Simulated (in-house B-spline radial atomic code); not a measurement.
# Removing one electron from Ni¹⁸⁺

Closed shell [He] 2s2 2p6. Computed with a B-spline radial code for spherical atoms: Koopmans values of Dirac-Hartree-Fock plus a diagonal self-energy, in second order or with its direct term screened (direct RPA, with the hole-particle interaction, or full time-dependent Hartree-Fock), linearised in energy; no-pair Dirac-Coulomb Hamiltonian, finite nucleus. Shifts add to the Koopmans value (the ΔSCF shift is orbital relaxation alone); the final value takes TDHF screening with Breit and QED.

Command:
```bash
python run_mb.py task.json out
```
Settings (nuclear radius in fm, box in bohr, cutoff in hartree):
```
basis_form          2
Z                   28
core_configuration  [He] 2s2 2p6
rms_radius          3.7757
mass_number         58
speed_of_light      137.036
box_radius          5.001
lmax                7
intervals           60
virtual_cutoff      3136.0
```

Cost of the run: 2.9 s on 1 thread of Arm Neoverse V2, on a shared host.

Energies in eV:

```tsv
subshell	Koopmans	ΔSCF shift	second order	direct RPA	hole-particle	TDHF	Breit + QED	final
2p3/2	1542.37	-3.037	?	?	?	?	?	?
2p1/2	1560.73	-3.163	-1.766	-1.210	-1.520	-1.570	-1.257	1557.90
2s1/2	1693.24	-2.165	-3.000	-2.277	-2.693	-2.754	-1.286	1689.20
```

(1) What does the self-energy do to 2p3/2?

Answers

(1) It shifts the removal energy by -1.652 eV in second order, -1.124 with direct RPA, -1.420 with the hole-particle term and -1.467 with TDHF screening (quasi-particle weight 0.997); Breit and QED add -0.857 eV. The final value is 1540.05 eV, against 1540.1 ± 0.5 eV (NIST, measured).
